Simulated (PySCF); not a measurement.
**Electronic structure of As³⁺ (arsenic, charge +3) at the UHF level**

Configuration: [Ar] 3d10 4s2, closed-shell 1S. Computed with PySCF 2.14 in aug-cc-pwCVDZ-PP with ECP10MDF (6s5p4d1f, 48 functions), with scalar relativity through the core potential.

| Quantity | Value |
| --- | --- |
| Total energy | -329.182410 hartree |
| One-electron energy | -558.9990 hartree |
| Hartree (Coulomb) energy | 254.6275 hartree |
| Exchange energy | -24.8109 hartree |
| ⟨S²⟩ | 0.0000 |
| ⟨L²⟩ | 0.000 |
| Sum of ⟨r⟩ | 15.12 bohr |
| Sum of ⟨r²⟩ | 16.11 bohr² |

```csv
shell,electrons,mean orbital energy (eV),"rms radius, mean of both spins (bohr)"
3s,2,-254.83,0.641
3p,6,-197.93,0.668
3d,10,-91.047,0.737
4s,2,-48.095,1.89
```

Energies and moments cover only the electrons outside the core potential.
